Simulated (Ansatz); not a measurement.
`C[SiH](O)O[Si](C)(O)O`, relaxed with RKS PBE0-D4/def2-TZVP in the Gaussian-basis code of Ansatz from a PBE-D4/def2-SVP geometry. The force threshold is 0.005 eV/Å; the program also tests the step.

Total charge 0; spin multiplicity 1.

Start:

```xyz
18

C    -1.807    1.408    0.936
Si   -0.345    1.664   -0.215
O    -0.683    2.713   -1.476
O     0.086    0.164   -0.842
Si    0.559   -1.337   -0.261
C     2.292   -1.274    0.412
O     0.369   -2.400   -1.543
O    -0.423   -1.844    0.999
H    -2.697    1.057    0.372
H    -2.082    2.339    1.471
H    -1.557    0.624    1.680
H     0.832    2.289    0.472
H    -1.483    2.498   -1.988
H     2.334   -0.644    1.324
H     2.648   -2.289    0.678
H     2.988   -0.843   -0.335
H     0.263   -1.948   -2.398
H    -1.292   -2.178    0.713
```

(1) By how much does the energy fall, and how many steps does the optimiser take? (Best estimate.)

(2) Which bonds change most? (An estimate is asked.)

(3) Give the relaxed structure. (Estimate.)

Results:

(1) Computed: 17.26 kJ/mol, in 17 steps.

(2) Computed: Si2–O4 from 1.682 to 1.636 Å; O4–Si5 from 1.677 to 1.633 Å; Si5–O8 from 1.676 to 1.637 Å; Si5–O7 from 1.676 to 1.641 Å.

(3) Ansatz gave: 
```xyz
18

C    -1.840    1.518    0.954
Si   -0.368    1.631   -0.170
O    -0.644    2.603   -1.464
O     0.018    0.128   -0.691
Si    0.536   -1.357   -0.251
C     2.270   -1.267    0.371
O     0.352   -2.331   -1.560
O    -0.376   -1.991    0.951
H    -2.708    1.111    0.426
H    -2.111    2.499    1.349
H    -1.623    0.853    1.794
H     0.804    2.238    0.504
H    -1.416    2.427   -2.002
H     2.322   -0.664    1.281
H     2.649   -2.265    0.603
H     2.928   -0.813   -0.373
H     0.409   -1.912   -2.419
H    -1.200   -2.408    0.694
```
